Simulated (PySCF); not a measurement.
Precursor series Hf Cl-OH. Gas-phase values, no solvent. One relaxed conformer stands for each flexible species; it need not be the lowest.

Calculation: TPSSh-D3(BJ)/def2-TZVP // BP86-D3(BJ)/def2-SVP run with PySCF. All candidates: neutral, multiplicity 1. 

The HOMO–LUMO gap is 6.96 eV, the HOMO comes out as -8.18 eV and the LUMO comes out as -1.23 eV.

Say which member has these values.
(A) [Hf(Cl)(OH)3]
(B) [Hf(Cl)4]
(C) [Hf(Cl)2(OH)2]
(D) [Hf(OH)4]

C, [Hf(Cl)2(OH)2]. The others give [Hf(Cl)4]: 6.31 eV, -8.99 eV, -2.68 eV; [Hf(OH)4]: 7.32 eV, -7.46 eV, -0.13 eV; [Hf(Cl)(OH)3]: 7.41 eV, -7.78 eV, -0.37 eV
